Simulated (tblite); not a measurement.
A geometry optimisation, step by step.

Compound: C₇H₅ClNP.
SMILES with atom numbers: `[CH3:1][c:2]1[p:3][c:4]([Cl:5])[cH:6][cH:7][c:8]1[C:9]#[N:10]` (hydrogens: H11, H12, H13 on C1; H14 on C6; H15 on C7)

Computed with GFN2-xTB (tblite), gas phase: L-BFGS steps from a force-field or distance-geometry start until the largest atomic force falls under 0.01 eV/Å. 7 of its 37 geometries are shown.

Step 0: E = -746.9891 eV, largest atomic force 2.817 eV/Å
```
atom  x, y, z in Å  |  force x, y, z in eV/Å
C1     -2.137   -0.822    0.499   -0.198   0.043   0.015
C2     -0.696   -0.522    0.232    2.013  -1.133   0.248
P3      0.513   -1.931    0.540   -0.087   2.675  -0.879
C4      2.084   -1.109    0.094   -1.710  -0.497   0.409
Cl5     3.526   -2.060    0.235   -0.275   0.092  -0.010
C6      2.179    0.204   -0.321   -0.158   0.686  -0.211
C7      1.095    1.085   -0.467    0.316  -0.434   0.153
C8     -0.247    0.745   -0.198   -0.287  -0.322   0.000
C9     -1.222    1.779   -0.411   -1.240   1.231  -0.187
N10    -2.012    2.623   -0.578    1.757  -1.886   0.363
H11    -2.536   -0.156    1.278    0.098  -0.018  -0.296
H12    -2.733   -0.682   -0.414    0.136   0.095   0.251
H13    -2.314   -1.847    0.848    0.335   0.170  -0.137
H14     3.179    0.596   -0.557   -0.522  -0.207   0.118
H15     1.315    2.106   -0.802   -0.178  -0.494   0.163
```

Step 6: E = -747.3719 eV, largest atomic force 0.292 eV/Å
```
atom  x, y, z in Å  |  force x, y, z in eV/Å
C1     -2.098   -0.819    0.495   -0.137   0.006   0.017
C2     -0.645   -0.535    0.238    0.095  -0.116   0.006
P3      0.488   -1.839    0.511    0.023  -0.278   0.087
C4      2.014   -1.083    0.099   -0.242  -0.064   0.048
Cl5     3.451   -2.043    0.236   -0.160  -0.081   0.037
C6      2.157    0.220   -0.323    0.034  -0.018   0.015
C7      1.085    1.073   -0.460    0.049   0.167  -0.071
C8     -0.239    0.725   -0.200   -0.041  -0.071   0.054
C9     -1.208    1.738   -0.398    0.109  -0.134   0.015
N10    -1.968    2.575   -0.569   -0.211   0.172  -0.023
H11    -2.510   -0.150    1.251    0.121   0.092   0.043
H12    -2.703   -0.669   -0.400    0.116   0.046  -0.109
H13    -2.271   -1.840    0.836    0.221  -0.017  -0.021
H14     3.146    0.581   -0.549    0.092   0.068  -0.031
H15     1.294    2.075   -0.791   -0.069   0.228  -0.068
```

Step 12: E = -747.4019 eV, largest atomic force 0.107 eV/Å
```
atom  x, y, z in Å  |  force x, y, z in eV/Å
C1     -2.084   -0.814    0.492   -0.038  -0.001   0.005
C2     -0.629   -0.546    0.239   -0.007   0.064  -0.014
P3      0.479   -1.865    0.520    0.044   0.054  -0.021
C4      1.983   -1.078    0.102    0.006  -0.047   0.015
Cl5     3.402   -2.067    0.248   -0.045  -0.014   0.006
C6      2.148    0.226   -0.322    0.007   0.028  -0.010
C7      1.085    1.094   -0.467    0.017  -0.018   0.004
C8     -0.234    0.719   -0.197   -0.041   0.048  -0.014
C9     -1.214    1.725   -0.394    0.057  -0.087   0.023
N10    -1.975    2.565   -0.564   -0.089   0.027   0.001
H11    -2.479   -0.136    1.252    0.045  -0.033  -0.051
H12    -2.672   -0.659   -0.415    0.056  -0.003   0.049
H13    -2.229   -1.840    0.831    0.000   0.038  -0.014
H14     3.145    0.577   -0.547   -0.004  -0.015   0.008
H15     1.271    2.106   -0.800   -0.009  -0.042   0.011
```

Step 18: E = -747.4041 eV, largest atomic force 0.056 eV/Å
```
atom  x, y, z in Å  |  force x, y, z in eV/Å
C1     -2.079   -0.813    0.491    0.009   0.016  -0.006
C2     -0.627   -0.539    0.238    0.010  -0.002   0.000
P3      0.479   -1.858    0.518   -0.009  -0.008   0.004
C4      1.984   -1.079    0.103    0.002   0.008  -0.003
Cl5     3.390   -2.080    0.252    0.020  -0.011   0.000
C6      2.151    0.226   -0.321   -0.012   0.000   0.001
C7      1.086    1.093   -0.467   -0.005   0.022  -0.004
C8     -0.235    0.727   -0.199    0.021  -0.003  -0.002
C9     -1.221    1.727   -0.394   -0.007   0.003  -0.001
N10    -1.997    2.554   -0.559    0.004  -0.053   0.016
H11    -2.469   -0.134    1.249   -0.025   0.009   0.014
H12    -2.661   -0.657   -0.416   -0.026   0.004  -0.013
H13    -2.224   -1.837    0.830    0.002   0.004   0.000
H14     3.149    0.575   -0.546   -0.015  -0.005   0.004
H15     1.271    2.103   -0.801    0.030   0.016  -0.010
```

Step 24: E = -747.4053 eV, largest atomic force 0.023 eV/Å
```
atom  x, y, z in Å  |  force x, y, z in eV/Å
C1     -2.078   -0.805    0.489    0.008   0.002  -0.002
C2     -0.625   -0.533    0.237    0.005  -0.003  -0.001
P3      0.477   -1.855    0.518   -0.004  -0.005   0.003
C4      1.984   -1.080    0.103   -0.003   0.000  -0.001
Cl5     3.387   -2.087    0.253    0.005   0.015  -0.005
C6      2.153    0.224   -0.321    0.011  -0.003   0.001
C7      1.092    1.096   -0.468    0.003  -0.003   0.000
C8     -0.229    0.731   -0.202    0.005  -0.001   0.000
C9     -1.224    1.722   -0.392   -0.014  -0.007   0.004
N10    -2.025    2.527   -0.547   -0.006   0.002  -0.001
H11    -2.472   -0.129    1.248   -0.001   0.004  -0.005
H12    -2.663   -0.651   -0.418   -0.001   0.008   0.001
H13    -2.219   -1.831    0.827   -0.011   0.004   0.002
H14     3.150    0.574   -0.544    0.018  -0.014   0.001
H15     1.288    2.104   -0.804   -0.015   0.003   0.003
```

Step 30: E = -747.4056 eV, largest atomic force 0.015 eV/Å
```
atom  x, y, z in Å  |  force x, y, z in eV/Å
C1     -2.078   -0.803    0.488   -0.009   0.000   0.002
C2     -0.624   -0.533    0.236   -0.006  -0.001   0.002
P3      0.477   -1.856    0.519    0.009   0.002  -0.002
C4      1.984   -1.080    0.103    0.003  -0.007   0.002
Cl5     3.389   -2.084    0.251   -0.003   0.004  -0.001
C6      2.154    0.224   -0.321   -0.002  -0.001   0.000
C7      1.094    1.097   -0.469    0.001  -0.003   0.001
C8     -0.227    0.731   -0.202   -0.003  -0.003   0.001
C9     -1.226    1.719   -0.391    0.013  -0.008   0.001
N10    -2.031    2.521   -0.545   -0.006   0.002   0.000
H11    -2.472   -0.126    1.247    0.009   0.002  -0.005
H12    -2.663   -0.648   -0.419    0.009   0.002   0.003
H13    -2.222   -1.828    0.826   -0.005   0.006  -0.003
H14     3.154    0.569   -0.543   -0.010   0.004  -0.001
H15     1.287    2.106   -0.804   -0.002   0.000   0.001
```

Step 36: E = -747.4057 eV, largest atomic force 0.009 eV/Å
```
atom  x, y, z in Å  |  force x, y, z in eV/Å
C1     -2.078   -0.802    0.488    0.003   0.001  -0.001
C2     -0.624   -0.535    0.237    0.002  -0.002   0.000
P3      0.478   -1.858    0.519   -0.001  -0.002   0.001
C4      1.984   -1.081    0.103    0.000   0.006  -0.002
Cl5     3.391   -2.083    0.251    0.003  -0.006   0.002
C6      2.154    0.224   -0.321    0.000   0.004  -0.001
C7      1.093    1.096   -0.468   -0.005   0.001   0.001
C8     -0.227    0.730   -0.201   -0.001  -0.001   0.000
C9     -1.226    1.717   -0.391   -0.009   0.001   0.001
N10    -2.032    2.518   -0.544    0.005  -0.004   0.000
H11    -2.469   -0.122    1.246   -0.003   0.002   0.002
H12    -2.660   -0.644   -0.420   -0.003   0.003  -0.003
H13    -2.227   -1.826    0.826    0.000  -0.001   0.002
H14     3.152    0.570   -0.544    0.003   0.002  -0.001
H15     1.285    2.105   -0.803    0.004  -0.003   0.000
```

Question: Summarise the path.

Answer: The energy falls by 40.19 kJ/mol from step 0 to step 36; nine tenths of that is first reached at step 6. It falls at every step. The largest force goes from 2.817 to 0.009 eV/Å. Among the bonds C2–P3 changes most, from 1.883 to 1.745 Å; the atoms move by 0.077 Å rms after alignment.

Question: Follow the three bonds and two angles with the largest change from start to end.

Answer: 
```json
{"step": "0", "E above end (kJ/mol)": "40.19", "largest force (eV/Å)": "2.817", "C2–P3 (Å)": "1.883", "P3–C4 (Å)": "1.828", "C6–C7 (Å)": "1.405", "C1–C2–C8 (°)": "122.7", "C2–C1–H13 (°)": "113.6"}
{"step": "2", "E above end (kJ/mol)": "15.59", "largest force (eV/Å)": "1.434", "C2–P3 (Å)": "1.747", "P3–C4 (Å)": "1.734", "C6–C7 (Å)": "1.377", "C1–C2–C8 (°)": "118.0", "C2–C1–H13 (°)": "111.1"}
{"step": "3", "E above end (kJ/mol)": "9.55", "largest force (eV/Å)": "0.992", "C2–P3 (Å)": "1.772", "P3–C4 (Å)": "1.757", "C6–C7 (Å)": "1.391", "C1–C2–C8 (°)": "119.7", "C2–C1–H13 (°)": "112.4"}
{"step": "5", "E above end (kJ/mol)": "4.23", "largest force (eV/Å)": "0.480", "C2–P3 (Å)": "1.751", "P3–C4 (Å)": "1.755", "C6–C7 (Å)": "1.380", "C1–C2–C8 (°)": "120.4", "C2–C1–H13 (°)": "112.9"}
{"step": "6", "E above end (kJ/mol)": "3.25", "largest force (eV/Å)": "0.292", "C2–P3 (Å)": "1.749", "P3–C4 (Å)": "1.752", "C6–C7 (Å)": "1.377", "C1–C2–C8 (°)": "120.4", "C2–C1–H13 (°)": "112.6"}
{"step": "8", "E above end (kJ/mol)": "1.10", "largest force (eV/Å)": "0.312", "C2–P3 (Å)": "1.748", "P3–C4 (Å)": "1.745", "C6–C7 (Å)": "1.374", "C1–C2–C8 (°)": "119.9", "C2–C1–H13 (°)": "110.7"}
{"step": "9", "E above end (kJ/mol)": "0.73", "largest force (eV/Å)": "0.155", "C2–P3 (Å)": "1.748", "P3–C4 (Å)": "1.746", "C6–C7 (Å)": "1.377", "C1–C2–C8 (°)": "119.7", "C2–C1–H13 (°)": "110.2"}
{"step": "11", "E above end (kJ/mol)": "0.48", "largest force (eV/Å)": "0.084", "C2–P3 (Å)": "1.746", "P3–C4 (Å)": "1.748", "C6–C7 (Å)": "1.380", "C1–C2–C8 (°)": "119.4", "C2–C1–H13 (°)": "110.3"}
{"step": "13", "E above end (kJ/mol)": "0.28", "largest force (eV/Å)": "0.081", "C2–P3 (Å)": "1.745", "P3–C4 (Å)": "1.746", "C6–C7 (Å)": "1.381", "C1–C2–C8 (°)": "119.3", "C2–C1–H13 (°)": "110.6"}
{"step": "14", "E above end (kJ/mol)": "0.25", "largest force (eV/Å)": "0.059", "C2–P3 (Å)": "1.745", "P3–C4 (Å)": "1.745", "C6–C7 (Å)": "1.380", "C1–C2–C8 (°)": "119.3", "C2–C1–H13 (°)": "110.7"}
{"step": "16", "E above end (kJ/mol)": "0.20", "largest force (eV/Å)": "0.067", "C2–P3 (Å)": "1.746", "P3–C4 (Å)": "1.744", "C6–C7 (Å)": "1.380", "C1–C2–C8 (°)": "119.4", "C2–C1–H13 (°)": "110.7"}
{"step": "17", "E above end (kJ/mol)": "0.17", "largest force (eV/Å)": "0.065", "C2–P3 (Å)": "1.745", "P3–C4 (Å)": "1.744", "C6–C7 (Å)": "1.380", "C1–C2–C8 (°)": "119.4", "C2–C1–H13 (°)": "110.7"}
{"step": "19", "E above end (kJ/mol)": "0.13", "largest force (eV/Å)": "0.037", "C2–P3 (Å)": "1.745", "P3–C4 (Å)": "1.745", "C6–C7 (Å)": "1.381", "C1–C2–C8 (°)": "119.4", "C2–C1–H13 (°)": "110.7"}
{"step": "20", "E above end (kJ/mol)": "0.11", "largest force (eV/Å)": "0.070", "C2–P3 (Å)": "1.745", "P3–C4 (Å)": "1.746", "C6–C7 (Å)": "1.381", "C1–C2–C8 (°)": "119.4", "C2–C1–H13 (°)": "110.7"}
{"step": "22", "E above end (kJ/mol)": "0.05", "largest force (eV/Å)": "0.060", "C2–P3 (Å)": "1.744", "P3–C4 (Å)": "1.746", "C6–C7 (Å)": "1.381", "C1–C2–C8 (°)": "119.5", "C2–C1–H13 (°)": "110.5"}
{"step": "23", "E above end (kJ/mol)": "0.04", "largest force (eV/Å)": "0.028", "C2–P3 (Å)": "1.745", "P3–C4 (Å)": "1.745", "C6–C7 (Å)": "1.381", "C1–C2–C8 (°)": "119.5", "C2–C1–H13 (°)": "110.4"}
{"step": "25", "E above end (kJ/mol)": "0.03", "largest force (eV/Å)": "0.022", "C2–P3 (Å)": "1.745", "P3–C4 (Å)": "1.744", "C6–C7 (Å)": "1.381", "C1–C2–C8 (°)": "119.5", "C2–C1–H13 (°)": "110.4"}
{"step": "27", "E above end (kJ/mol)": "0.02", "largest force (eV/Å)": "0.018", "C2–P3 (Å)": "1.745", "P3–C4 (Å)": "1.745", "C6–C7 (Å)": "1.381", "C1–C2–C8 (°)": "119.5", "C2–C1–H13 (°)": "110.5"}
{"step": "28", "E above end (kJ/mol)": "0.01", "largest force (eV/Å)": "0.013", "C2–P3 (Å)": "1.745", "P3–C4 (Å)": "1.745", "C6–C7 (Å)": "1.381", "C1–C2–C8 (°)": "119.5", "C2–C1–H13 (°)": "110.5"}
{"step": "30", "E above end (kJ/mol)": "0.01", "largest force (eV/Å)": "0.015", "C2–P3 (Å)": "1.745", "P3–C4 (Å)": "1.745", "C6–C7 (Å)": "1.381", "C1–C2–C8 (°)": "119.5", "C2–C1–H13 (°)": "110.5"}
{"step": "31", "E above end (kJ/mol)": "0.01", "largest force (eV/Å)": "0.012", "C2–P3 (Å)": "1.745", "P3–C4 (Å)": "1.745", "C6–C7 (Å)": "1.381", "C1–C2–C8 (°)": "119.4", "C2–C1–H13 (°)": "110.5"}
{"step": "33", "E above end (kJ/mol)": "0.00", "largest force (eV/Å)": "0.012", "C2–P3 (Å)": "1.745", "P3–C4 (Å)": "1.745", "C6–C7 (Å)": "1.381", "C1–C2–C8 (°)": "119.4", "C2–C1–H13 (°)": "110.5"}
{"step": "34", "E above end (kJ/mol)": "0.00", "largest force (eV/Å)": "0.012", "C2–P3 (Å)": "1.745", "P3–C4 (Å)": "1.745", "C6–C7 (Å)": "1.381", "C1–C2–C8 (°)": "119.4", "C2–C1–H13 (°)": "110.5"}
{"step": "36", "E above end (kJ/mol)": "0.00", "largest force (eV/Å)": "0.009", "C2–P3 (Å)": "1.745", "P3–C4 (Å)": "1.745", "C6–C7 (Å)": "1.381", "C1–C2–C8 (°)": "119.3", "C2–C1–H13 (°)": "110.6"}
```

The cost below is that of the whole relaxation. The run took 0.33 s wall on one thread, Arm Neoverse V1 (aarch64), no GPU (shared host).
